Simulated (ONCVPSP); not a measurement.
**Au: variants of one ONCV potential**

Base potential:

```
Element                 : gold (Au)
Generator               : ONCVPSP 4.0.1
Type                    : optimised norm-conserving Vanderbilt (ONCV)
Functional              : PW91
Relativity              : fully relativistic
Frozen core             : [Kr] 4d10 4f14
Valence charge          : 19
Reference configuration : 5s2 5p6 5d8 (charge +3)
Partial waves           : 5s: rc 1.55 bohr, ncon 4, nbas 8, qcut 8.4 1/bohr, 2 projectors, debl 0.9 Ha; 5p: rc 1.15 bohr, ncon 4, nbas 7, qcut 7.6 1/bohr, 1 projector; 5d: rc 2.10 bohr, ncon 4, nbas 9, qcut 8.7 1/bohr, 2 projectors, debl 2.2 Ha
Local potential         : polynomial inside 0.70 bohr (lpopt 4, dvloc0 3 Ha)
Core correction         : Teter function fitted to the true core (icmod 2), fcfact 0.35
```

Open shells are filled in proportion to 2j + 1.

In the s channel the program set the typed energies aside and used -5.309, 0.050 Ha.

Cutoffs, loose and tight: the cutoffs (Ha) at which the residual kinetic energy of the hardest occupied pseudo-wave falls to 1 and 0.1 mHa per electron. They do not see the model core or the augmentation charge, which bear on the density cutoff. Test errors are all-electron minus pseudo excitation energies from the reference, over the configurations 5s2 5p6 5d10 6s1; 5s2 5p6 5d10; 5s2 5p6 5d9; 5s2 5p6 5d9 6s2. A dash means not determined; rows that change the core or the reference have their own tests.

A true bound ghost makes a file unfit for plane-wave use even where its test errors are small: the radial tests pick states by their node count and pass the ghost by.

| change | outcome | cutoff, loose | cutoff, tight | bound ghosts | GHOST(+) flags above zero | largest test error (meV) |
| --- | --- | --- | --- | --- | --- | --- |
| base | generated, projector energies reset by the program | 95 Ha | 115 Ha | s, p3/2 | p1/2 | -6.1 |
| functional PBEsol | generated, projector energies reset by the program | 95 Ha | 115 Ha | s, p3/2 | p1/2 | -8.1 |
| p: qcut 5.8 | generated, projector energies reset by the program | 104 Ha | 122 Ha | s, p3/2 | p1/2 | -5.2 |
| d: ncon 3, nbas 8 | generated, projector energies reset by the program | 95 Ha | 115 Ha | s, p3/2 | p1/2 | -6.3 |
| d: qcut 10.8 | generated, projector energies reset by the program | 95 Ha | 115 Ha | d3/2, s, p3/2 | d5/2, p1/2 | +13 |
| d: nproj 1 | generated, projector energies reset by the program | 95 Ha | 115 Ha | s, p3/2 | p1/2 | +19 |
| p: rc 1.06 | generated, projector energies reset by the program | 116 Ha | 138 Ha | s, p3/2 | p1/2 | -6.5 |
| core correction Teter function fitted to the true core (icmod 2), fcfact 1.06 | generated, projector energies reset by the program | 95 Ha | 115 Ha | s, p3/2 | p1/2 | -5.9 |
| s: qcut 7.2; p: qcut 6.5; d: qcut 7.4 | generated, projector energies reset by the program | 102 Ha | 120 Ha | d3/2, s, p3/2 | d5/2, p1/2 | -23 |

Q: What comes out with this change to the base: p: rc 1.38?

A: outcome: generated, projector energies reset by the program; cutoff, loose: 28 Ha; cutoff, tight: 70 Ha; bound ghosts: s, p3/2; GHOST(+) flags above zero: none; largest test error (meV): -4.7.

Q: What comes out with this change to the base: core [Kr] 4d10, valence charge 33; reference 4f14 5s2 5p6 5d10 6s1; waves now 5s+6s: rc 1.55 bohr, ncon 4, nbas 9, qcut 8.2 1/bohr, 2 projectors; 5p: rc 1.35 bohr, ncon 4, nbas 7, qcut 10.4 1/bohr, 2 projectors, debl 1.5 Ha; 5d: rc 1.60 bohr, ncon 4, nbas 8, qcut 5.1 1/bohr, 2 projectors, debl 1.9 Ha; 4f: rc 0.85 bohr, ncon 3, nbas 8, qcut 16.7 1/bohr, local; local potential the f channel?

A: outcome: generated, projector energies reset by the program, misses its reference levels by 2.18 eV; cutoff, loose: 226 Ha; cutoff, tight: 637 Ha; bound ghosts: s, p3/2, p1/2; GHOST(+) flags above zero: d5/2, d3/2; largest test error (meV): -4.0.
